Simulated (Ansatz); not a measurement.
# Abstraction of H: InH(CH3)Cl + CH4BO2 → In(CH3)Cl + CH5BO2

Species: InH(CH3)Cl, singlet; CH4BO2 `CO[B]O`, doublet; In(CH3)Cl, doublet; CH5BO2 `COBO`, singlet. A radical takes H: the energy is the difference in strength between the In–H bond broken and the B–H bond made.

Shapes, held fixed at every level: PBE0-D4/def2-TZVP. Flexible molecules stand in one conformer, not always the lowest. Programs: Ansatz 0.2.0. Electronic energies: no zero-point or thermal term.

| level | kind | ΔE (kJ/mol) | less CCSD(T)/def2-TZVPP |
| --- | --- | --- | --- |
| HF/def2-TZVPP | Hartree–Fock | -158.7 | +10.7 |
| PBE0-D4/def2-TZVPP | global hybrid | -168.4 | +1.0 |
| wB97M-V/def2-TZVPP | range-separated hybrid | -175.1 | -5.7 |
| B2PLYP/def2-TZVPP | double hybrid | -177.6 | -8.2 |
| MP2/def2-TZVPP | perturbation theory | -167.6 | +1.8 |
| CCSD/def2-TZVPP | coupled cluster or CI | -169.4 | 0.0 |
| CCSD(T)/def2-TZVPP | coupled cluster or CI | -169.4 | 0.0 |

The highest level, CCSD(T)/def2-TZVPP, gives ΔE = -169.4 kJ/mol; the levels span -177.6 to -158.7. The column of differences is taken from that level and isn't an error. No measured value is set beside it here. Open shells run unrestricted unless RO is named. For atoms past krypton def2 sets carry core potentials with scalar relativity. Correlated rows may include outer-core shells of In, which these sets cover unevenly.
